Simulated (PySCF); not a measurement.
## Excitation energy of F+ by level of theory

F+ [He] 2s2 2p4 (3P) → F+ [He] 2s1 2p4 3s1 (5P), as a difference of total energies. All numbers are calculated (PySCF 2.14, the spin-free X2C one-electron Hamiltonian (Gaussian nucleus), in x2c-TZVPPall with one added diffuse shell each of s, p, d type (6s4p3d1f, 40 functions)). Correlated levels: valence and next inner shell: nothing frozen. The calculations carry no spin-orbit coupling.

| method | excitation energy (eV) |
| --- | --- |
| UHF | 39.669 |
| MP2 (valence and next inner shell) | 40.560 |
| SCS-MP2 (valence and next inner shell) | 40.718 |
| CCSD (valence and next inner shell) | 40.959 |
| CCSD(T) (valence and next inner shell) | 40.841 |

Q: How much does correlation contribute at CCSD(T) (valence and next inner shell)?

A: 40.841 − (39.669) = 1.172 eV, measured against UHF.

The upper state lies above the first ionisation limit, where it may autoionise and the basis confines it. A Rydberg-like electron needs more diffuse functions than a valence basis has.

The promoted electron is Rydberg-like, and one or two diffuse shells describe it only roughly, which tends to raise the upper state.

The coupled-cluster amplitudes are large for the upper state (T1 above 0.03 or a double amplitude above 0.15), so a single reference is strained.
